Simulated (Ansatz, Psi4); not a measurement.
The Ansatz (a first-principles code) input:
Ansatz 0.2 input:
```yaml
crystal:
  periodic: [false, false, false]
  atoms:
    - {symbol: C, position_ang: [-0.77071948, 0.11205340, -0.02502897]}
    - {symbol: N, position_ang: [0.69755629, -0.10141635, 0.02265301]}
    - {symbol: H, position_ang: [-1.22221644, -0.55838622, -0.75295779]}
    - {symbol: H, position_ang: [-0.98986314, 1.13881131, -0.30956972]}
    - {symbol: H, position_ang: [-1.20846834, -0.08311829, 0.95144588]}
    - {symbol: H, position_ang: [0.91217603, -1.07122392, 0.29134982]}
    - {symbol: H, position_ang: [1.13138247, 0.52994390, 0.70965040]}
    - {symbol: H, position_ang: [1.11841225, 0.08156726, -0.89831582]}
basis:
  gaussian:
    orbitals: def2-TZVP
total_charge: 1
magnetization: {spin_polarized: false}
correlation: {method: mp2, electrons: outside_noble_gas}
accuracy: high
```

### Question
Give the equivalent Psi4 input.

### Answer
One answer among several that fit: 
```
memory 2 GB

molecule mol {
1 1
  C    -0.770719    0.112053   -0.025029
  N     0.697556   -0.101416    0.022653
  H    -1.222216   -0.558386   -0.752958
  H    -0.989863    1.138811   -0.309570
  H    -1.208468   -0.083118    0.951446
  H     0.912176   -1.071224    0.291350
  H     1.131382    0.529944    0.709650
  H     1.118412    0.081567   -0.898316
}

set basis def2-tzvp
set reference rhf
set freeze_core true
set mp2_type conv
set scf_type pk
set puream true
set d_convergence 1e-8

energy('mp2')
print_variables()
```

Both were run: Ansatz gave -95.997285 Eh and Psi4 -95.997285 Eh, 0.000 mEh apart.
